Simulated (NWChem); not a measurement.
System: CHCl₂, doublet; SMILES Cl[CH]Cl

NWChem input:

```
start job
memory heap 200 mb stack 900 mb global 1100 mb
geometry units angstroms
  Cl    -1.453533    -0.151443    -0.012779
  C     -0.001689     0.700357     0.182242
  Cl     1.454432    -0.135371    -0.046487
  H     -0.010710     1.742802    -0.087017
end
basis spherical
  * library 6-31g*
end
dft
  odft
  mult 2
  xc hfexch
  iterations 150
end
driver
  maxiter 150
end
task dft optimize
```

Excerpt of the output:

```
             Northwest Computational Chemistry Package (NWChem) 7.3.0
             --------------------------------------------------------

 CS  symmetry detected

                             Geometry "geometry" -> ""
                             -------------------------

 Output coordinates in angstroms (scale by  1.889725989 to convert to a.u.)

  No.       Tag          Charge          X              Y              Z
 ---- ---------------- ---------- -------------- -------------- --------------
    1 Cl                  17.0000    -0.17204168    -0.00171783     1.45410238
    2 C                    6.0000     0.69492017     0.07046537     0.00000000
    3 Cl                  17.0000    -0.17204168    -0.00171783    -1.45410238
    4 H                    1.0000     1.67989612    -0.36438601     0.00000000

 Effective nuclear repulsion energy (a.u.)     126.7958742880

      Symmetry information
      --------------------

 Group name             Cs
 Group number              2
 Group order               2
 No. of unique centers     3

                                Z-matrix (autoz)
                                --------

 Units are Angstrom for bonds and degrees for angles

      Type          Name      I     J     K     L     M      Value
      ----------- --------  ----- ----- ----- ----- ----- ----------
    1 Stretch                  1     2                       1.69448
    2 Stretch                  2     3                       1.69448
    3 Stretch                  2     4                       1.07670
    4 Bend                     1     2     3               118.21745
    5 Bend                     1     2     4               116.79828
    6 Bend                     3     2     4               116.79828
    7 Torsion                  1     2     3     4        -147.59169
    8 Torsion                  1     2     4     3         148.05666
    9 Torsion                  3     2     1     4         147.59169
   10 Torsion                  1     4     2     3        -148.05666
   11 Torsion                  3     1     2     4        -147.59169
   12 Torsion                  1     3     2     4         147.59169

  xc_inp: hfexch multiplicative factor not found.

                           NWChem Geometry Optimization
                           ----------------------------

 maximum gradient threshold         (gmax) =   0.000450
 rms gradient threshold             (grms) =   0.000300
 maximum cartesian step threshold   (xmax) =   0.001800
 rms cartesian step threshold       (xrms) =   0.001200
 fixed trust radius                (trust) =   0.300000
 source of zmatrix                         =   autoz

          -------------------
          Energy Minimization
          -------------------

 Using diagonal initial Hessian
 Scaling for Hessian diagonals: bonds = 1.00  angles = 0.25  torsions = 0.10

          --------
          Step   0

                                 NWChem DFT Module
                                 -----------------

[...]

      ----------------------
      Optimization converged
      ----------------------

  Step       Energy      Delta E   Gmax     Grms     Xrms     Xmax
  ---- ---------------- -------- -------- -------- -------- --------
@    3    -957.35448380 -4.6D-07  0.00003  0.00003  0.00042  0.00081
                                     ok       ok       ok       ok

                                Z-matrix (autoz)
                                --------

 Units are Angstrom for bonds and degrees for angles

      Type          Name      I     J     K     L     M      Value     Gradient
      ----------- --------  ----- ----- ----- ----- ----- ---------- ----------
    1 Stretch                  1     2                       1.71132    0.00002
    2 Stretch                  2     3                       1.71132    0.00002
    3 Stretch                  2     4                       1.07005   -0.00001
    4 Bend                     1     2     3               118.75332    0.00001
    5 Bend                     1     2     4               116.53693    0.00001
    6 Bend                     3     2     4               116.53693    0.00001
    7 Torsion                  1     2     3     4        -147.52568   -0.00003
    8 Torsion                  1     2     4     3         148.25429    0.00003
    9 Torsion                  3     2     1     4         147.52568    0.00003
   10 Torsion                  1     4     2     3        -148.25429   -0.00003
   11 Torsion                  3     1     2     4        -147.52568   -0.00003
   12 Torsion                  1     3     2     4         147.52568    0.00003

                         Geometry "geometry" -> "geometry"
                         ---------------------------------

 Output coordinates in angstroms (scale by  1.889725989 to convert to a.u.)

  No.       Tag          Charge          X              Y              Z
 ---- ---------------- ---------- -------------- -------------- --------------
    1 Cl                  17.0000    -0.17119220    -0.00219582     1.47264915
    2 C                    6.0000     0.69750403     0.07049538     0.00000000
    3 Cl                  17.0000    -0.17119220    -0.00219582    -1.47264915
    4 H                    1.0000     1.67561331    -0.36346004     0.00000000

 Effective nuclear repulsion energy (a.u.)     125.5021449958

      Symmetry information
      --------------------

 Group name             Cs
 Group number              2
 Group order               2
 No. of unique centers     3

                Final and change from initial internal coordinates
                --------------------------------------------------

                                Z-matrix (autoz)
                                --------

 Units are Angstrom for bonds and degrees for angles

[...]
```

Level: UHF/6-31G* (spherical d). In the optimisation the excess spin sits in a' (Cs, its own frame). No stability test was run on the SCF state.
